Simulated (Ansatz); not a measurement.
A nudged elastic band was laid between two geometries of AlFH4N2 + H4Si (13 atoms, charge 0, multiplicity 1).

Method: RKS PBE/cc-pVDZ (Ansatz).

```json
{"movable images": "7", "climbing image": "yes", "spring": "5.0 eV/Å²", "optimiser": "quadratic models (default)", "start path": "through a guess of the saddle point", "force threshold": "0.03 eV/Å", "iteration limit": "60", "end points": "relaxed"}
```

Image 0:

```xyz
13
Properties=species:S:1:pos:R:3
Al -0.687 1.022 0.057
F -1.133 1.399 -1.549
N 0.221 2.248 1.001
N -1.387 -0.487 0.768
H 1.090 -0.057 -0.682
Si 1.023 -1.556 -0.967
H 0.570 2.098 1.951
H 0.749 3.002 0.556
H -2.199 -0.937 0.335
H -1.399 -0.674 1.775
H 1.202 -2.315 0.317
H -0.248 -1.908 -1.683
H 2.197 -1.834 -1.879
```

Image 8:

```xyz
13
Properties=species:S:1:pos:R:3
Al -0.332 0.310 0.415
F -0.602 0.768 -1.650
N 0.555 1.621 1.281
N -2.105 0.103 0.784
H 0.067 0.110 -1.952
Si 1.193 -1.381 -0.598
H 0.137 2.511 1.567
H 1.574 1.679 1.342
H -2.707 -0.465 0.178
H -2.367 -0.100 1.756
H 2.689 -1.292 -0.385
H 0.815 -2.846 -0.620
H 1.084 -1.018 -2.117
```

Question: What changes between the two ends?

Answer: Bonds broken: H5–Si6. Bonds formed: Al1–Si6, F2–H5. AlFH4N2 + H4Si becomes AlFH8N2Si.

Question: Give the energies along the band, and the barrier.

Answer: The run converged. The highest image is number 6 of 0 to 8, 34.3 kcal/mol above the first end and 4.3 kcal/mol above the last; the last end lies 30.0 kcal/mol above the first. A vibrational analysis at the climbing image gives 2 clearly imaginary modes (365i, 47i cm⁻¹): a point of higher order, so a lower path passes nearby. The orbitals stay closed-shell, which can raise the energy where a bond breaks towards radicals; this wasn't checked here.

```csv
image,path coordinate (Å),energy (kcal/mol),H5–Si6 (Å),Al1–Si6 (Å),F2–H5 (Å)
0,0.00,0.0,1.53,3.26,2.80
1,0.89,0.1,1.52,3.30,2.70
2,1.78,0.2,1.52,3.28,2.59
3,2.67,0.9,1.52,3.36,2.48
4,3.56,2.6,1.52,3.38,2.33
5,4.45,9.2,1.54,3.10,1.90
6,5.34,34.3,2.03,2.63,1.09
7,6.29,31.4,2.39,2.49,0.97
8,7.24,30.0,2.31,2.49,0.99
```

Question: What is the geometry of the highest image?

Answer: 
```xyz
13
Properties=species:S:1:pos:R:3
Al -0.435 0.476 0.239
F -0.874 0.915 -1.641
N 0.602 1.700 1.049
N -2.026 -0.038 0.930
H -0.105 0.148 -1.659
Si 1.137 -1.282 -0.926
H 0.270 2.373 1.744
H 1.622 1.720 0.994
H -2.707 -0.561 0.371
H -2.081 -0.370 1.898
H 2.103 -1.380 0.239
H 0.486 -2.637 -1.087
H 2.008 -1.063 -2.150
```

The band took 22 iterations and about 5 core-minutes.

Time of the run: 2.4 min on 2 threads of AMD EPYC 9R45 96-Core Processor (Zen 5) (shared host), peak memory 0.19 GiB.
